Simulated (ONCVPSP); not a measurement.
What one change does to a pseudopotential (Ru (Z = 44), ONCV)

ruthenium, optimised norm-conserving Vanderbilt (ONCV), made with ONCVPSP 4.0.1 (LDA (Perdew-Wang 92), scalar-relativistic). Core [Kr], reference 4d7 5s1. Waves: 5s: rc 2.60 bohr, ncon 3, nbas 6, qcut 2.4 1/bohr, 3 projectors, debl 0.8 Ha; p scattering state at 0.05 Ha: rc 2.45 bohr, ncon 3, nbas 7, qcut 2.8 1/bohr, 2 projectors, debl 2 Ha; 4d: rc 2.15 bohr, ncon 3, nbas 8, qcut 8.7 1/bohr, 2 projectors, debl 2.5 Ha. Local part: polynomial inside 2.15 bohr (lpopt 5, dvloc0 0 Ha). Core correction: Teter function, fcfact 5, rcfact 1.4.

All-electron outer shells of the reference configuration (LDA (PZ), scalar-relativistic, ld1.x):

| shell | level (eV) | outermost node (bohr) | outermost maximum (bohr) |
| --- | --- | --- | --- |
| 4p | -46.53 | 0.49 | 0.98 |
| 4d | -5.40 | 0.48 | 1.21 |
| 5s | -4.52 | 1.24 | 2.73 |

Change: core correction Teter function, fcfact 5.75, rcfact 1.5.

Cutoffs: the cutoffs (Ha) at which the residual kinetic energy of the hardest occupied pseudo-wave falls to 1 and 0.1 mHa per electron; they do not see the model core or the augmentation charge, which bear on the density cutoff. Errors are all-electron minus pseudo energies relative to the spin-unpolarised reference configuration.

Problem. What does the change do?

Solution. The potential gets neither clearly harder nor softer (21 Ha and 25 Ha → 21 Ha and 25 Ha); of the 4 tests that both files solve, the error grows in 4 and shrinks in 0 by more than 15 % and 0.3 meV (median size 27.8 → 59.2 meV); neither file shows a bound ghost. A model core, the more so a compact one, raises the density cutoff, which this test does not measure.

| quantity | base | changed |
| --- | --- | --- |
| cutoff, loose | 21 Ha | 21 Ha |
| cutoff, tight | 25 Ha | 25 Ha |
| bound ghosts | none | none |
| GHOST(+) flags under 300 eV | s at 57.5 eV, p at 76.1 eV | s at 57.5 eV, p at 76.1 eV |
| error for 4d7 5s0, meV [ΔE 7.61 eV] | -9.4 | -18 |
| error for 4d6 5s0, meV [ΔE 26.04 eV] | -46 | -100 |
| error for 4d5 5s0, meV [ΔE 56.89 eV] | -302 | -463 |
| error for 4d7 5s0 5p1, meV [ΔE 3.58 eV] | -1.7 | -4.9 |
| s: phases at 2.63 bohr within 0.05 rad from the reference energy up to (Ha; the scan ends near 5) | 2.1 | 2.1 |
| p: phases at 2.48 bohr within 0.05 rad from the reference energy up to (Ha; the scan ends near 5) | 2.7 | 2.7 |
| d: phases at 2.19 bohr within 0.05 rad from the reference energy up to (Ha; the scan ends near 5) | to the end of the scan | to the end of the scan |
| rms error of d²Exc/dni dnj with the model core, mHa | 1.28 | 0.53 |
